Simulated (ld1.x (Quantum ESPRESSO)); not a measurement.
## Ga, ultrasoft: configuration errors across variants

```json
{"Element": "gallium", "Generator": "ld1.x (Quantum ESPRESSO) 7.5", "Type": "ultrasoft", "Functional": "PBE", "Relativity": "scalar-relativistic", "Frozen core": "[Ar] 3d10", "Valence charge": "3", "Reference configuration": "4s1 4p2", "Partial waves": "4s (bound): rcut 1.65, rcutus 1.95 bohr; 4s channel at -0.4 Ry: rcut 1.65, rcutus 1.95 bohr; 4p (bound): rcut 1.50, rcutus 2.10 bohr; 4p channel at 1.45 Ry: rcut 1.50, rcutus 2.10 bohr", "Local potential": "all-electron potential smoothed inside 1.90 bohr (lloc = -1)", "Core correction": "none", "Augmentation charge": "PSQ, inside the norm-conserving radii"}
```

All-electron excitation energies from the reference (eV): (1) 4s2 4p1 -6.538; (2) 4s2 4p0 -0.850; (3) 4s1 4p0 20.278; (4) 4s1 4p1 6.523; (5) 4s2 4p1.3 -7.072; (6) 4s0 4p3 6.833; (7) 4s2 4p0.5 -4.507.

Errors AE − PS in meV (a dash: test not solved or not reliable):

| change | (1) | (2) | (3) | (4) | (5) | (6) | (7) | bound ghosts |
| --- | --- | --- | --- | --- | --- | --- | --- | --- |
| base | +27 | +69 | +62 | -0.5 | +21 | +32 | +42 | none |
| core correction a·sin(br)/r model core inside 0.88 bohr | -17 | -5.9 | -99 | -11 | -19 | -18 | -11 | none |
| core correction a·sin(br)/r model core inside 1.32 bohr | -16 | -5.2 | -96 | -11 | -18 | -17 | -10.0 | none |
| core correction a·sin(br)/r model core inside 1.90 bohr | -11 | +6.0 | -83 | -11 | -14 | -8.9 | -2.6 | none |
| core correction a·sin(br)/r model core inside 2.24 bohr | +1.4 | +21 | -74 | -12 | -2.6 | +8.2 | +12 | none |

Give the same row for: core correction a·sin(br)/r model core inside 1.70 bohr.

-15, -1.2, -86, -10, -17, -14, -7.8; bound ghosts: none.
